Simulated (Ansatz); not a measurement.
Start from `BN[SiH2][SiH3]` and change one atom or group to get `BN(C=C)[SiH2][SiH3]`.

Ansatz, PBE0-D4/def2-TZVP geometries, multiplicity 1. Each molecule was computed in one conformer, which needn't be the lowest.

```tsv
property	`BN[SiH2][SiH3]`
HOMO energy (ωB97M-V/def2-TZVPP) / eV	-9.93
size of the dipole moment (B3LYP/def2-TZVPP) / D	1.31
ideal-gas entropy at 298 K and 1 bar (rigid rotor, harmonic PBE0-D4/def2-TZVP) / J/(mol·K)	355
zero-point energy (PBE0-D4/def2-TZVP) / kJ/mol	211.0
HOMO–LUMO gap (ωB97M-V/def2-TZVPP) / eV	11.31
HOMO energy (PBE/def2-TZVPP) / eV	-6.75
```

Q: Give the same properties after the change, and the shifts. (Best estimate.)

A: The calculation gave: 
| property | `BN(C=C)[SiH2][SiH3]` | shift |
| --- | --- | --- |
| HOMO energy (ωB97M-V/def2-TZVPP) / eV | -9.24 | 0.69 |
| size of the dipole moment (B3LYP/def2-TZVPP) / D | 0.81 | -0.50 |
| ideal-gas entropy at 298 K and 1 bar (rigid rotor, harmonic PBE0-D4/def2-TZVP) / J/(mol·K) | 396 | 41 |
| zero-point energy (PBE0-D4/def2-TZVP) / kJ/mol | 298.7 | 87.7 |
| HOMO–LUMO gap (ωB97M-V/def2-TZVPP) / eV | 10.36 | -0.95 |
| HOMO energy (PBE/def2-TZVPP) / eV | -6.06 | 0.69 |

With PBE0 the HOMO rises by 0.78 eV and the LUMO falls by 0.35 eV, so the gap narrows by about 1.13 eV. PBE moves the HOMO by 0.69 eV and ωB97M-V by 0.69 eV. The zero-point energy changes by 87.7 kJ/mol with +12 modes. Dipoles are sizes alone; their direction can turn. Modes under 60 cm⁻¹, often nearly free rotors, make the harmonic entropy too high.

B3LYP here is the variant with VWN-RPA as its local correlation; programs differ in this.
